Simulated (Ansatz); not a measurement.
Abridged output of a molecular run in Ansatz:

```
Functional definition: HF
1628 factors; integrals over basis functions are off by at most 9.1e-4 eV
mean field evaluation 1: about -18135.9399 eV, gradient 3.4e1 eV
mean field evaluation 2: about -18136.0385 eV, gradient 3.4e1 eV
mean field evaluation 4: about -18139.3669 eV, gradient 3.5e0 eV
mean field evaluation 8: about -18139.4250 eV, gradient 2.8e-1 eV
mean field -18139.42557573 eV, -666.6115945640 hartree, gradient 3.4e-6 eV, S^2 0.000000; 0 other end points of the search recorded, 0 dependent functions left out
11 core orbitals not correlated: weight in the atoms' cores, before any rotation towards them, 1.000 or more for the frozen orbitals, at most 0.000 for the correlated occupied ones
reference -18139.42557573 eV, -666.6115945640 hartree; 17, 17 occupied and 224, 224 virtual orbitals, 1628 factors
second order -22.57850418 eV of doubles, -0.00000000 eV of singles
cycle   1  -23.02471077 eV  change   -4.5e-1 eV  update   1.1e-1
cycle   2  -23.60028216 eV  change   -5.8e-1 eV  update   3.0e-2
cycle   3  -23.69657246 eV  change   -9.6e-2 eV  update   1.5e-2
cycle   4  -23.68755441 eV  change    9.0e-3 eV  update   4.1e-3
cycle   5  -23.68583139 eV  change    1.7e-3 eV  update   2.0e-3
cycle   6  -23.68594532 eV  change   -1.1e-4 eV  update   6.1e-4
cycle   7  -23.68571319 eV  change    2.3e-4 eV  update   2.4e-4
cycle   8  -23.68574651 eV  change   -3.3e-5 eV  update   8.9e-5
cycle   9  -23.68577532 eV  change   -2.9e-5 eV  update   3.1e-5
perturbative correction -0.90428211 eV, -0.0332317548 hartree
Total energy: -18164.01563317 eV, -667.5152625069 hartree
```

Its atoms:

```xyz
11

C     0.623    0.565   -1.090
C    -0.482    0.927   -0.110
In   -0.873   -0.575    1.389
S     0.484   -2.550    1.228
H     0.392   -0.348   -1.645
H     0.780    1.359   -1.828
H     1.578    0.402   -0.584
H    -0.250    1.853    0.424
H    -1.428    1.107   -0.629
H    -1.987   -0.624    2.694
H     1.162   -2.117    0.152
```

Q: Which basis set was used?
A. def2-TZVPPD
B. def2-TZVPP
C. def2-QZVPP
D. def2-SVP

A: B. It gives 252 functions.

Q: Write the keys of the input that set method, charge and spin (a neutral closed shell needs none for the last two).

A: 
```yaml
correlation: {method: ccsd_t}
```
